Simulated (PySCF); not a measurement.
Computed properties of Ga(H)(Cl)(OH) (ClGaH2O), SMILES [GaH]([Cl])[OH]

Ga(H)(Cl)(OH) (ClGaH2O), SMILES [OH][GaH][Cl]. Coordinates come from a PBE0-D3(BJ)/def2-TZVP optimisation. One conformer was computed; it need not be the lowest. All values are computed for the isolated molecule unless a solvent is named; none is compared with measurement here.

**Structure.** The optimised structure has Cs symmetry. All 9 harmonic modes at PBE0-D3(BJ)/def2-TZVP (PySCF) are real, so it is a minimum. With heavy atoms numbered as in [GaH:1]([Cl:3])[OH:4], the shortest bond between them is Ga1–O4 at 1.775 Å and the longest Ga1–Cl3 at 2.129 Å.

**Vibrations.** The strongest infrared lines (harmonic, unscaled, degenerate partners summed) lie at 590 cm⁻¹ (137 km/mol, H 95 %), 2042 cm⁻¹ (102 km/mol, H 99 %), 466 cm⁻¹ (91 km/mol, H 87 %). The softest mode is at 170 cm⁻¹ and the zero-point energy is 13.6 kcal/mol.

**Electronic structure.** PBE0/def2-TZVPD (PySCF) places the frontier levels at -8.90 and -1.22 eV, a gap of 7.68 eV, and gives a dipole moment of 2.94 D and a mean polarisability of 46.5 bohr³.

**Excitations.** TDA-CAM-B3LYP/def2-SVPD (PySCF) has S1 at 6.41 eV (193 nm, f = 0.007, weak); the most intense of the 10 singlets computed lies at 8.12 eV (f = 0.13). T1 (TDA) is at 6.10 eV, 0.31 eV under S1. No vertical singlet excitation falls in the visible range (under 3.1 eV).

**NMR.** GIAO shifts at KT2/pcSseg-2 (PySCF) (non-relativistic, atoms alike by connectivity averaged): ¹H from 3.7 to 6.6 ppm against TMS. Without spin–orbit terms, shifts of atoms bonded to Cl or Br come out too high.
